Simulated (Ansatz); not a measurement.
CH8BNSn (`CN[BH][SnH3]`), relaxed with RKS PBE0-D4/def2-TZVP in Ansatz 0.2.0 from a PBE-D4/def2-SVP geometry. The force threshold is 0.005 eV/Å; the program also tests the step.

Charge 0, multiplicity 1. Sn: def2 effective core potential.

Start:

```xyz
12

C     1.435   -1.632    0.547
N     0.615   -0.436    0.422
B    -0.363   -0.179   -0.539
Sn   -1.482    1.785   -0.492
H     1.296   -2.120    1.535
H     2.516   -1.400    0.435
H     1.151   -2.354   -0.241
H     0.816    0.267    1.140
H    -0.582   -1.030   -1.385
H    -1.258    2.735   -1.925
H    -3.197    1.587   -0.335
H    -0.947    2.776    0.839
```

```
step  energy (eV)  largest force (eV/Å)  largest move (Å)
   1   -9162.6958                 0.586             0.000
   2   -9162.7308                 0.231             0.060
   3   -9162.7386                 0.064             0.029
   4   -9162.7388                 0.050             0.013
   5   -9162.7391                 0.012             0.008
   6   -9162.7391                 0.008             0.006
   7   -9162.7391                 0.008             0.004
   8   -9162.7391                 0.003             0.003
```

End:

```xyz
12

C     1.423   -1.623    0.540
N     0.615   -0.427    0.423
B    -0.352   -0.175   -0.530
Sn   -1.472    1.772   -0.495
H     1.262   -2.116    1.503
H     2.488   -1.392    0.448
H     1.148   -2.315   -0.254
H     0.815    0.264    1.132
H    -0.563   -1.018   -1.357
H    -1.254    2.699   -1.917
H    -3.162    1.574   -0.307
H    -0.948    2.757    0.814
```

It took 27 s on 4 threads of an Arm Neoverse V2 on a shared host, with 0.48 GiB of host memory at the peak.
